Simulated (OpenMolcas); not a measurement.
## OpenMolcas input wanted

SiN2H4F: 8 atoms, total charge 0, spin state doublet. SMILES: `N[Si](N)F`. Geometry: relaxed at PBE0-D4/def2-TZVP. This is one conformer, not always the lowest.

```xyz
8

N    -0.8149    1.0315   -0.3599
Si    0.5172   -0.0207   -0.5813
N     0.7803   -0.7933    0.9107
F     0.0453   -0.9712   -1.7940
H    -1.3317    1.3489   -1.1650
H    -0.7638    1.7447    0.3502
H     1.6486   -1.2548    1.1205
H     0.0111   -1.1423    1.4632
```

Settings wanted:

```
method                    : DFT
reference                 : UKS
relativity                : none
integral approximation    : none
symmetry                  : none
basis set                 : def2-SVPD
task                      : energy
functional                : r2SCAN
nucleus                   : point
integration grid          : UltraFine
SCF convergence threshold : 1e-10
```

Write the OpenMolcas 26.06 input and the command.

One that was run (others would do as well):

calc.input:
```
&GATEWAY
BASLIB = $CurrDir
COORD
8
angstrom
N       -0.814900       1.031500      -0.359900
Si       0.517200      -0.020700      -0.581300
N        0.780300      -0.793300       0.910700
F        0.045300      -0.971200      -1.794000
H       -1.331700       1.348900      -1.165000
H       -0.763800       1.744700       0.350200
H        1.648600      -1.254800       1.120500
H        0.011100      -1.142300       1.463200
BASIS = def2-SVPD
GROUP = NoSym
&SEWARD
GRIDINPUT
Grid=UltraFine
End of Grid
&SCF
UHF
SPIN = 2
KSDFT = 2
1.0 MGGA_X_R2SCAN
1.0 MGGA_C_R2SCAN
THRESHOLDS = 1e-10 1e-07 1e-07 1e-05
PRORBITALS = 1 2
```

```bash
$ export MOLCAS_MEM=1860
$ pymolcas calc.input > calc.log
```

(Basis files named in the input come from the Basis Set Exchange and aren't shown.)

Calculated total energy: -500.96169 Eh.
